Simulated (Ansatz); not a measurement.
Reaction (atomization): `N=[C](Cl)[Ga]([F])[Cl]` → C• + 2 Cl• + F• + Ga• + H• + N•

Isolated molecules relaxed with PBE0-D4/def2-TZVP in Ansatz; ΔE leaves out vibrations. CBS: MP2 limit from def2 TZ/QZ plus the TZ coupled-cluster correction, frozen cores. This one scheme is used for every species, atoms too. For atomizations the MP2-based limit and the directly extrapolated one differ by several kJ/mol either way, and by 10 to 25 for some Ge, Se and Sn compounds, so smaller differences from it don't rank the levels. DFT in def2-TZVPP. Open shells (•) are unrestricted, without spin–orbit coupling. Spin–orbit coupling would lower the free atoms: a little for C, Cl, F; clearly for Ga. Bonds to Ga are less sure, by a few kJ/mol each and by 10 to 20 or more in all where they break to atoms, as the def2 sets lack core-valence functions. Scalar relativity is left out up to krypton. Each species was taken in one conformer, which may not be the lowest.

`N=[C](Cl)[Ga]([F])[Cl]`:

```xyz
7

N     0.203   -0.866    1.385
C    -0.334   -0.031    0.629
Cl   -1.738    0.946    1.062
Ga    0.396    0.254   -1.178
F    -0.332    1.440   -2.222
Cl    2.043   -0.795   -1.980
H    -0.238   -0.949    2.303
```

| level | ΔE (kJ/mol) |
| --- | --- |
| PBE0-D4 | 2441.3 |
| revPBE | 2393.2 |

What does CCSD(T)/CBS give? (Estimate.)

The calculation gave: +2424.6 kJ/mol. The listed levels differ from it by 16.7, -31.4 kJ/mol.

Largest T1 diagnostic among the species: 0.014.

In def2-TZVPP, CCSD(T) changes the Hartree–Fock value by +779.1 kJ/mol (the triples alone add +72.6 kJ/mol) and MP2 by +901.0 kJ/mol; breaking electron pairs costs correlation energy, which Hartree–Fock lacks. The D4 term adds +35.3 kJ/mol with B3LYP and +18.6 kJ/mol with PBE0; it sums over pairs of atoms, weighted by their polarisabilities, and B3LYP, whose exchange is more repulsive, gets the larger term.

B3LYP here is the variant with VWN-RPA as its local correlation; programs differ in this.
